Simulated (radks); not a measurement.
Q: Ho4+, configuration [Kr] 4d10 4f9 5s1.75 5p6 6p0.25 (fractional occupations, a model configuration). Calculated with a radial shooting solver on a logarithmic mesh with Libxc functionals: Dirac Kohn-Sham, OLYP, spin-unpolarised, spherical densities, finite nucleus; open shells are shared between the two j in proportion to 2j + 1; Fermi nuclear charge, rms radius 5.2022 fm.

Spin-orbit splittings of the eigenvalues, e(l+1/2) - e(l-1/2), with zeta = 2 splitting/(2l+1) and mean radii in bohr:

| shell | occ. | splitting (eV) | zeta (eV) | <r> j=l-1/2 | <r> j=l+1/2 |
|---|---|---|---|---|---|
| 2p | 6 | ? | ? | 0.07291 | 0.08007 |
| 3p | 6 | 179.0 | 119.3 | 0.2191 | 0.2326 |
| 3d | 10 | 39.16 | 15.66 | 0.2053 | 0.2095 |
| 4p | 6 | 40.51 | 27.01 | 0.5266 | 0.5571 |
| 4d | 10 | 7.422 | 2.969 | 0.5849 | 0.5956 |
| 4f | 9 | 1.134 | 0.3240 | 0.7332 | 0.7422 |
| 5p | 6 | 6.185 | 4.123 | 1.335 | 1.416 |
| 5d | 0 | 0.6975 | 0.2790 | 1.853 | 1.886 |
| 6p | 0.25 | 1.188 | 0.7921 | 3.118 | 3.248 |

Estimate the 2p splitting.

A: 856.6 eV (zeta = 571.1 eV).
